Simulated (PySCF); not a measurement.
In(F)(Cl)(vinyl) (C2H3ClFIn), SMILES [In]([Cl])([F])[CH]=C. Coordinates come from a PBE-D3(BJ)/def2-SVP optimisation. The structure was generated by enumeration; whether it is a known compound was not checked. The def2 effective core potentials stand for the cores of In; spin–orbit coupling is left out. One conformer was computed; it need not be the lowest.

Computed equilibrium geometry at PBE-D3(BJ)/def2-SVP (PySCF confirms it by a frequency run) as a Z-matrix, and its point group (one conformer of several):
point group Cs.
```
C
C 1 1.3449
H 1 1.1031 2 121.56
H 2 1.1036 1 122.60 3 180.00
H 2 1.1057 4 116.16 1 180.00
In 1 2.1357 3 118.78 2 180.00
F 6 1.9753 1 127.23 3 0.00
Cl 6 2.3657 7 111.65 1 180.00
```
